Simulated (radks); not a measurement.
Task: These are the eigenvalues of the occupied orbitals of an atom or ion with whole-number occupations (eV). Calculated with a radial shooting solver on a logarithmic mesh with Libxc functionals: Dirac Kohn-Sham, PBE, spin-unpolarised, spherical densities, finite nucleus; Fermi nuclear charge, rms radius of each element as measured or else 0.836 A^(1/3) + 0.57 fm.

orbital  eigenvalue
1s1/2     -21945.47
2s1/2     -3171.911
2p1/2     -2932.425
2p3/2     -2801.502
3s1/2     -575.2405
3p1/2     -482.3294
3p3/2     -460.1148
3d3/2     -295.6857
3d5/2     -291.3578
4s1/2      -96.3545
4p1/2      -68.6367
4p3/2      -65.2216
4d3/2      -24.2903
4d5/2      -23.9184

Which element is it, and in what charge state? The configuration may be excited. Open shells, if any, fill j = l - 1/2 first.

Result: Z = 44, ruthenium, charge +2: Ru2+ in [Kr] 4d6. The list shows which subshells hold electrons but not how many an open one holds; the 1s level, -806.48 hartree, gives Z - s = 40.2 by -(Z - s)^2/2, which with screening and relativity narrows Z to a few neighbours, and the depths of the outer levels then fix element, charge and occupations together.
